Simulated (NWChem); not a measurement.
System: bromine (Br2); SMILES BrBr

NWChem input:

```
start job
memory heap 200 mb stack 900 mb global 1100 mb
geometry units angstroms noautosym nocenter noautoz
  Br     0.000000     0.000000     1.149184
  Br     0.000000     0.000000    -1.149184
end
basis spherical
  Br library 6-31g*
end
dft
  xc xpbe96 cpbe96
  iterations 150
end
cosmo
  do_cosmo_smd true
  solvent ethanol
end
task dft energy
```

Output (shortened):

```
             Northwest Computational Chemistry Package (NWChem) 7.3.0
             --------------------------------------------------------

                             Geometry "geometry" -> ""
                             -------------------------

 Output coordinates in angstroms (scale by  1.889725989 to convert to a.u.)

  No.       Tag          Charge          X              Y              Z
 ---- ---------------- ---------- -------------- -------------- --------------
    1 Br                  35.0000     0.00000000     0.00000000     1.14918400
    2 Br                  35.0000     0.00000000     0.00000000    -1.14918400

 Effective nuclear repulsion energy (a.u.)     282.0445333492

  pbe96 is a nonlocal functional; adding pw91lda local functional.

                                 NWChem DFT Module
                                 -----------------

 Summary of "ao basis" -> "ao basis" (spherical)
 ------------------------------------------------------------------------------
       Tag                 Description            Shells   Functions and Types
 ---------------- ------------------------------  ------  ---------------------
 Br                          6-31g*                 12       32   5s4p3d

 in cosmo_initialize ...
 calling solv_data for solv:ethanol

 solvent parameters
 solvname_short: ethanol
 solvname_long:  ethanol
 dielec:       24.8520
 dielecinf:     1.8526
 nonaqueous SMD model solvent descriptors
 dielec:       24.8520
 sola:          0.3700
 solb:          0.4800
 solc:          0.0000
 solg:         31.6200
 solh:          0.0000
 soln:          1.3611

          ---------------
          -cosmo- solvent
          ---------------
 Cosmo: York-Karplus, doi: 10.1021/jp992097l
 dielectric constant -eps-     =  24.85
 screen = (eps-1)/(eps    )    =   0.95976
 surface charge correction     = lagrangian

   van der Waals surface
 --------------------------

[...]

                                COSMO-SMD solvation results
                                ---------------------------

             internal energy in gas <Psi(g)|H|Psi(g)> =     -5146.914159869606
         internal energy in solvent <Psi(s)|H|Psi(s)> =     -5146.914152752201
                               delta internal energy  =         0.000007117405 (    0.00 kcal/mol)
   total free energy in solvent <Psi(s)|H+V/2|Psi(s)> =     -5146.914561604498
 polarization energy contribution <Psi(s)|V/2|Psi(s)> =        -0.000408852298 (   -0.26 kcal/mol)
    total free energy in solvent including G(SMD-CDS) =     -5146.920250469362
                       G(SMD-CDS) energy contribution =        -0.005688864864 (   -3.57 kcal/mol)
     1 M fixed-concentration free energy of solvation =        -0.006090599756 (   -3.82 kcal/mol)

                       DFT Final Molecular Orbital Analysis
                       ------------------------------------

 Vector   33  Occ=2.000000D+00  E=-3.262900D-01
              MO Center=  8.9D-10, -9.0D-10, -2.1D-07, r^2= 2.5D+00
   Bfn.  Coefficient  Atom+Function         Bfn.  Coefficient  Atom+Function
  ----- ------------  ---------------      ----- ------------  ---------------
    11      0.381700  1 Br px                43      0.381701  2 Br px
    12     -0.379673  1 Br py                44     -0.379673  2 Br py
     7     -0.172413  1 Br px                39     -0.172413  2 Br px
     8      0.171497  1 Br py                40      0.171497  2 Br py
    15      0.150254  1 Br px                47      0.150254  2 Br px

 Vector   34  Occ=2.000000D+00  E=-2.513631D-01
              MO Center=  6.7D-11,  8.0D-11,  8.4D-09, r^2= 2.9D+00
   Bfn.  Coefficient  Atom+Function         Bfn.  Coefficient  Atom+Function
  ----- ------------  ---------------      ----- ------------  ---------------
    12      0.420961  1 Br py                44     -0.420961  2 Br py
    11      0.418227  1 Br px                43     -0.418227  2 Br px
    16      0.193737  1 Br py                48     -0.193737  2 Br py
    15      0.192479  1 Br px                47     -0.192479  2 Br px
     8     -0.186286  1 Br py                40      0.186286  2 Br py

 Vector   35  Occ=2.000000D+00  E=-2.513631D-01
              MO Center=  5.8D-10, -6.0D-10,  2.1D-07, r^2= 2.9D+00
   Bfn.  Coefficient  Atom+Function         Bfn.  Coefficient  Atom+Function
  ----- ------------  ---------------      ----- ------------  ---------------
    11      0.420961  1 Br px                43     -0.420960  2 Br px
    12     -0.418227  1 Br py                44      0.418226  2 Br py
    15      0.193737  1 Br px                47     -0.193737  2 Br px
    16     -0.192479  1 Br py                48      0.192479  2 Br py
     7     -0.186286  1 Br px                39      0.186286  2 Br px

 Vector   36  Occ=0.000000D+00  E=-1.697627D-01
              MO Center= -2.9D-10,  2.1D-10,  3.2D-08, r^2= 3.4D+00
   Bfn.  Coefficient  Atom+Function         Bfn.  Coefficient  Atom+Function
  ----- ------------  ---------------      ----- ------------  ---------------
    13      0.631977  1 Br pz                45      0.631977  2 Br pz
    17      0.471482  1 Br pz                49      0.471482  2 Br pz
     9     -0.270035  1 Br pz                41     -0.270035  2 Br pz
    14     -0.220714  1 Br s                 46      0.220714  2 Br s
    10      0.213322  1 Br s                 42     -0.213322  2 Br s

[...]
```

Level: PBE/6-31G* (spherical d), SMD on the gas-phase geometry. Geometry: optimised at PBE0/def2-SVP. Solvent: ethanol.
